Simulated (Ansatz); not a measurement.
Input file for Ansatz (an electronic-structure program): R-PBE/def2-TZVPP on H2Zn (SMILES [ZnH2]), atoms moved off the minimum.

Ansatz 0.2 input:
```yaml
crystal:
  periodic: [false, false, false]
  atoms:
    - {symbol: Zn, position_ang: [-0.00671949, -0.00599788, 0.14670836]}
    - {symbol: H, position_ang: [-0.01567935, -0.03446305, 1.45664055]}
    - {symbol: H, position_ang: [-0.03691764, 0.05415255, -1.56043083]}
basis:
  gaussian:
    orbitals: def2-TZVPP
hamiltonian:
  xc: {name: PBE}
scf: {lower_state_search: off}
output: {forces: true}
```

The head of its log:

```
WARN ansatz: RAYON_NUM_THREADS=1 ignored (pool sized by the plan → 1); use --threads N
Functional definition: PBE
these checks for a lower state are left out or cut short: stability, starts, cluster_reference, orbital_swaps, neighbouring_geometries, increment
integrals: 0.02 GiB planned
617 factors; their error is unknown
mean field: 0.19 GiB planned
mean field evaluation 1: about -48440.1802 eV, gradient 5.9e1 eV
mean field evaluation 2: about -48431.5708 eV, gradient 1.3e2 eV
```

**Question.** Give the final energy of this run.

**Answer.** -1780.2666 hartree.
